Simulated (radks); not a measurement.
Ionisation ladder of tungsten, from W XLV to W LXVI. Each ion is in the ground configuration listed by NIST, and IE = E(next ion) - E(this ion). Calculated with a radial shooting solver on a logarithmic mesh with Libxc functionals: scalar-relativistic Kohn-Sham, BLYP, spin-polarised, spherical densities, finite nucleus; open shells are filled with parallel spins first (spin-orbit coupling, left out, can overturn this in heavy ions); Fermi nuclear charge, rms radius 5.3658 fm.

| species | configuration | IE, Delta-SCF (eV) | -e(HOMO) (eV) | HOMO | <r> HOMO (bohr) |
|---|---|---|---|---|---|
| W XLV | [Ar] 3d10 4s2 | 2363.8 | 2338.2 | 4s | 0.393 |
| W XLVI | [Ar] 3d10 4s1 | 2425.9 | 2399.6 | 4s up | 0.391 |
| W XLVII | [Ar] 3d10 | 4079.1 | 4018.2 | 3d | 0.177 |
| W XLVIII | [Ar] 3d9 | 4205.5 | 4144.2 | 3d down | 0.175 |
| W XLIX | [Ar] 3d8 | 4333.0 | 4271.2 | 3d down | 0.174 |
| W L | [Ar] 3d7 | ? | 4399.2 | 3d down | 0.173 |
| W LI | [Ar] 3d6 | 4590.5 | 4528.0 | 3d down | 0.171 |
| W LII | [Ar] 3d5 | 4757.6 | 4692.8 | 3d up | 0.170 |
| W LIII | [Ar] 3d4 | 4892.2 | 4826.9 | 3d up | 0.168 |
| W LIV | [Ar] 3d3 | 5027.7 | 4962.0 | 3d up | 0.167 |
| W LV | [Ar] 3d2 | 5164.1 | 5097.9 | 3d up | 0.166 |
| W LVI | [Ar] 3d1 | ? | 5234.6 | 3d up | 0.165 |
| W LVII | [Ar] | 5834.8 | 5777.6 | 3p | 0.185 |
| W LVIII | [Ne] 3s2 3p5 | 5955.0 | 5898.2 | 3p down | 0.184 |
| W LIX | [Ne] 3s2 3p4 | 6073.5 | 6017.6 | 3p down | 0.183 |
| W LX | [Ne] 3s2 3p3 | 6230.0 | 6170.9 | 3p up | 0.182 |
| W LXI | [Ne] 3s2 3p2 | ? | 6294.6 | 3p up | 0.181 |
| W LXII | [Ne] 3s2 3p1 | 6474.7 | 6417.1 | 3p up | 0.181 |
| W LXIII | [Ne] 3s2 | 7019.0 | 6967.0 | 3s | 0.183 |
| W LXIV | [Ne] 3s1 | 7153.0 | 7099.6 | 3s up | 0.183 |
| W LXV | [Ne] | 16024.2 | 15865.9 | 2p | 0.0681 |
| W LXVI | [He] 2s2 2p5 | ? | 16196.4 | 2p down | 0.0677 |

Estimate the withheld Delta-SCF values.

Answer. W L: 4461.4 eV (NIST 4446); W LVI: 5301.0 eV (NIST 5348); W LXI: 6353.4 eV (NIST 6596); W LXVI: 16353.5 eV (NIST 15896).
